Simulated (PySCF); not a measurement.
Ionisation energy of Ge²²⁺ by level of theory

Ge²²⁺ [Ne] (1S) → Ge²³⁺ [He] 2s2 2p5 (2P), as a difference of total energies. Calculation: PySCF 2.14, in an uncontracted even-tempered set (20 s from 5.5 bohr⁻², ratio 2.2; 12 p from 7.2 bohr⁻², ratio 2.2; 6 d from 35 bohr⁻², ratio 2.4; 5 f from 52 bohr⁻², ratio 2.4; 5 g from 79 bohr⁻², ratio 2.4); scalar relativity by spin-free X2C-1e. Correlated levels: nothing frozen; virtual orbitals above 40 to 60 times the deepest correlated orbital energy dropped. The calculations carry no spin-orbit coupling.

```json
{"method": "UHF", "ionisation energy (eV)": "2188.6"}
{"method": "LDA", "ionisation energy (eV)": "2188.4"}
{"method": "PBE", "ionisation energy (eV)": "2188.1"}
{"method": "PBE0", "ionisation energy (eV)": "2188.7"}
{"method": "r2SCAN", "ionisation energy (eV)": "2190.1"}
{"method": "B97-3", "ionisation energy (eV)": "2189.0"}
{"method": "B2PLYP", "ionisation energy (eV)": "2189.4"}
{"method": "MP2 (all electrons)", "ionisation energy (eV)": "2190.3"}
{"method": "SCS-MP2 (all electrons)", "ionisation energy (eV)": "2190.2"}
```

A first-order spin-orbit estimate (lowest level to lowest level, LS coupling) adds -10.781 eV.

For this ion Breit and QED terms and the two-electron picture change, all absent here, outweigh the differences among the correlated methods.

For comparison: 2178.2 ± 0.4 eV (measured; NIST Atomic Spectra Database, ionization energies).
